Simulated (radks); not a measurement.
Values are calculated unless marked as measured or tabulated.
Question: Ionisation ladder of antimony, from Sb to Sb8+. Each ion is in the ground configuration listed by NIST, and IE = E(next ion) - E(this ion). Code: a radial shooting solver on a logarithmic mesh with Libxc functionals. Model: Dirac Kohn-Sham, PBEsol, spin-unpolarised, spherical densities, finite nucleus; open shells fill j = l - 1/2 first; Fermi nuclear charge, rms radius 4.6802 fm.

| species | configuration | IE, Delta-SCF (eV) | <r> HOMO (bohr) |
|---|---|---|---|
| Sb | [Kr] 4d10 5s2 5p3 | 7.981 | 2.97 |
| Sb+ | [Kr] 4d10 5s2 5p2 | ? | 2.60 |
| Sb2+ | [Kr] 4d10 5s2 5p1 | 25.065 | 2.43 |
| Sb3+ | [Kr] 4d10 5s2 | ? | 2.02 |
| Sb4+ | [Kr] 4d10 5s1 | 55.311 | 1.94 |
| Sb5+ | [Kr] 4d10 | ? | 1.01 |
| Sb6+ | [Kr] 4d9 | ? | 0.979 |
| Sb7+ | [Kr] 4d8 | 141.89 | 0.954 |
| Sb8+ | [Kr] 4d7 | 164.57 | 0.931 |

Estimate the withheld Delta-SCF values.

Answer: Sb+: 16.434 eV (NIST 16.63); Sb3+: 44.330 eV (NIST 43.80); Sb5+: 99.201 eV (NIST 99.51); Sb6+: 120.09 eV (NIST 117).

Beside tabulated values, note that spin-unpolarised runs miss the spin-polarisation part of the exchange energy of open shells.
